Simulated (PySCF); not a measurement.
Compound: C6H7FP2S.
Atom-mapped SMILES: `[CH3:1][S:2][c:3]1[p:4][c:5]([F:6])[p:7][cH:8][c:9]1[CH3:10]`

Geometry (GFN2-xTB, Å), atoms numbered from 1 in this order:
```xyz
17
C6H7FP2S angstrom
C     -2.764    1.045   -0.637
S     -1.779   -0.459   -0.437
C     -0.171    0.157   -0.036
P      0.005    1.898    0.049
C      1.684    2.052    0.453
F      2.053    3.360    0.574
P      2.974    0.930    0.730
C      2.127   -0.566    0.492
C      0.809   -0.824    0.174
C      0.388   -2.258    0.038
H     -2.358    1.650   -1.444
H     -2.776    1.608    0.294
H     -3.767    0.711   -0.886
H      2.762   -1.435    0.621
H     -0.001   -2.442   -0.963
H      1.219   -2.933    0.224
H     -0.413   -2.482    0.743
```

Definitions: NICS(0) = −σiso at the ring centroid; NICS(1) = −σiso and NICS(1)zz = −σzz at ±1 Å along the ring normal z. Level: GIAO PBE0/pcSseg-1 (PySCF, non-relativistic, gas phase) on the GFN2-xTB geometry, one conformer.

Ring bond lengths (Å), with Mayer bond orders in brackets: C3–P4 1.752 (1.20), P4–C5 1.733 (1.28), C5–P7 1.733 (1.27), P7–C8 1.736 (1.29), C8–C9 1.379 (1.50), C9–C3 1.403 (1.31).

Problem. Give the NICS values of each ring in ppm.

Solution. 
```json
{"ring": "C3–P4–C5–P7–C8–C9", "type": "6-membered ring with 2 P; formal bonds all aromatic", "NICS(0)": "-7.9", "NICS(1), two faces": "-9.9 / -9.9", "NICS(1)zz, two faces": "-22.4 / -22.4", "rms pucker (Å)": "0.00", "centre to ring atoms, mean (Å)": "1.61"}
```

Problem. What do they say, and how far can they be read as aromaticity?

Solution. 
- C3–P4–C5–P7–C8–C9: mean NICS(1)zz -22.4 ppm, shielded.

Problem. How equal are the bonds by HOMA? Use HOMA with the parameters of Krygowski (1993).

Solution. 
- C3–P4–C5–P7–C8–C9: HOMA 0.85; the largest term is that of C3–P4, α(R − Ropt)² = 0.35.

Problem. At the first NICS(1) probe listed for ring C3–P4–C5–P7–C8–C9, 1 Å off the ring, what do the in-plane components average?

Solution. The isotropic value is a third of the trace: (3 × -9.9 − (-22.4))/2 = -3.7 ppm.

Problem. How shielded are the nuclei of the rings and their hydrogens (means over atoms taken as equivalent)?

Solution. 
| atoms | environment | σ isotropic (ppm) | principal values of the symmetric part, first atom (ppm) |
| --- | --- | --- | --- |
| C3 | substituted aromatic carbon | -0.8 | -124.5, -21.0, 143.2 |
| P4 | phosphorus bonded to 2 C | 138.4 | -132.2, 45.2, 502.1 |
| C5 | aromatic C–F carbon | -65.2 | -266.4, 7.9, 62.8 |
| P7 | phosphorus bonded to 2 C | 137.8 | -120.0, 42.7, 490.6 |
| C8 | aromatic CH carbon | 23.8 | -113.5, 38.0, 146.8 |
| C9 | substituted aromatic carbon | 45.2 | -53.4, 9.5, 179.3 |
| H14 | aromatic hydrogen | 22.81 | 19.2, 20.7, 28.6 |
